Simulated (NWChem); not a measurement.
MoS$_{2}$Cl$_{2}$; SMILES [S]=[Mo](=[S])([Cl])[Cl]

def2 effective core potentials on Mo; no spin-orbit coupling.

### Question
Give the equilibrium geometry at PBE0/def2-SVP with def2 effective core potentials on Mo (NWChem) as a Z-matrix, with the point group.

### Answer
point group C2v; any orientation.
```
Mo
S 1 2.0895
S 1 2.0895 2 107.64
Cl 1 2.2458 2 108.95 3 -118.01
Cl 1 2.2458 2 108.95 3 118.01
```
